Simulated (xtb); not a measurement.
CH7NSi3, SMILES [SiH3][Si@H]1N=C[SiH2]1. All values are semi-empirical tight-binding results from xtb (GFN2-xTB unless named), good for trends rather than for accurate numbers. The structure is a stationary point at GFN2-xTB. The structure was generated by enumeration; whether it is a known compound was not checked.

Problem. Estimate the properties. (The exact figures need the calculation; the answer reports its results.)

Solution. 
```
Property                                        Value
--------------------------------------  -------------
orbital gap                                   2.08 eV
dipole moment                                  2.31 D
zero-point energy                       42.3 kcal/mol
G − E(el) at 298.15 K (modified RRHO)   21.3 kcal/mol
static polarisability (D4 model)          100.2 bohr³
solvation energy, GFN2-xTB/ALPB(water)  -1.8 kcal/mol
solvation energy, GFN2-xTB/ALPB(ether)  -4.7 kcal/mol
```
